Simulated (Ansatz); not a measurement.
The cluster Cd2Te. Total charge 0; singlet. Geometry PBE0-D4/def2-TZVP; atoms count from 1.

```xyz
3

Cd   -1.306    0.523   -0.794
Cd   -0.162   -0.890    1.338
Te    1.469    0.367   -0.544
```

In the def2 sets Cd, Te take a core potential; there is no spin–orbit coupling. The restricted singlet is unstable towards broken spin symmetry at other levels; at PBE0-D4/def2-TZVP this wasn't settled. Another isomer (triplet) lies 0.43 eV lower at PBE0-D4/def2-TZVP; other spin states weren't run for this one.

(1) Estimate the Mulliken populations from the PBE0/def2-TZVP orbitals of Ansatz.

(2) And the Mayer bond orders between heavy atoms (over 0.3)?

## Answers

(1) 
```
atom  charge (e)  d electrons
 Cd1        0.22        10.00
 Cd2        0.22        10.00
 Te3       -0.43            –
```
Mulliken values depend strongly on the basis.

(2) Cd1–Cd2 0.72 (2.80 Å); Cd1–Te3 0.98 (2.79 Å); Cd2–Te3 0.98 (2.79 Å).
